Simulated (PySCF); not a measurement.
C₇H₁₀F₂O₂.
SMILES with atom numbers: `[CH3:1][C@@:2]12[CH2:3][C@H:4]([O:5][CH:6]([F:7])[F:8])[CH2:9][C@@H:10]1[O:11]2`

Probes without a nucleus sit at each ring's centroid and 1 Å off its mean plane on both sides; NICS is minus the shielding there, NICSzz its component along the normal. Level: GIAO PBE0/pcSseg-1 (PySCF, non-relativistic, gas phase) on the GFN2-xTB geometry, one conformer.

Rings: 1. C2–C3–C4–C9–C10; 2. C2–C10–O11.

| set | NICS(0) | NICS(1), two faces | NICS(1)zz, two faces |
| --- | --- | --- | --- |
| P | -6.6 | -5.0 / -3.1 | 0.5 / -3.5 |
| Q | -48.0 | -6.0 / -6.7 | -21.8 / -24.2 |

Which set (ppm) belongs to which ring?

P = 1, Q = 2.
- 1 (5-membered carbocycle; formal bonds all single): mean NICS(1)zz -1.5 ppm, near zero. C2, C3, C4, C9, C10 have four or more neighbours; no verdict on aromaticity is drawn.
- 2 (3-membered ring with O; formal bonds all single): mean NICS(1)zz -23.0 ppm, shielded. C2, C10 have four or more neighbours, and the NICS criterion for π rings isn't applied.

How do the rings differ in shape?

| ring | bond lengths (Å) | rms pucker (Å) | HOMA | nearest outside atom to a NICS(1) probe (Å) |
| --- | --- | --- | --- | --- |
| 1 | 1.522, 1.544, 1.541, 1.514, 1.466 | 0.08 | – | oxygen 1.29 |
| 2 | 1.466, 1.401, 1.402 | 0.00 | – | hydrogen 1.46 |
